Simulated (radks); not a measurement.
Question: Radial electron density D(r) = 4 pi r^2 rho(r) of an atom or ion with 19 electrons. Calculated with a radial shooting solver on a logarithmic mesh with Libxc functionals: scalar-relativistic Kohn-Sham, LDA (Slater exchange, Perdew-Wang correlation), spin-unpolarised, spherical densities, finite nucleus; Fermi nuclear charge, rms radius of each element as measured or else 0.836 A^(1/3) + 0.57 fm.

```
   r/bohr * D(r) (the largest magnitude, 30.8, reaches the edge; | marks zero)
 0.002645 |*
 0.003362 | *
  0.00424 |  *
 0.005348 |    *
 0.006798 |      *
 0.008573 |          *
  0.01081 |              *
  0.01363 |                    *
  0.01733 |                           *
  0.02186 |                                   *
  0.02757 |                                          *
  0.03505 |                                                *
   0.0442 |                                                  *
  0.05574 |                                                *
  0.07085 |                                           *
  0.08936 |                                       *
   0.1127 |                                        *
   0.1421 |                                              *
   0.1807 |                                                      *
   0.2278 |                                                      *
   0.2873 |                                          *
   0.3653 |                          *
   0.4606 |                 *
   0.5809 |                  *
   0.7385 |                     *
   0.9314 |                 *
    1.175 |          *
    1.481 |   *
    1.883 |*
    2.375 *
    2.995 *
```

What is the nuclear charge?

Answer: Z = 24. The innermost maximum, from 1s, lies near gamma/Z bohr with gamma = sqrt(1 - (Z/c)^2) = 0.985, here 0.041 bohr (found: 0.0442), and its height grows with Z. The density is that of the chromium ion Cr5+ in [Ar] 3d1; the configuration itself is not fixed sharply by these data, and Z only to about a unit. D(r) has 3 maxima, at r = 0.0442, 0.202, 0.750 bohr, and minima at 0.0976, 0.499 bohr, inside which lie 2.12, 10.45 electrons.
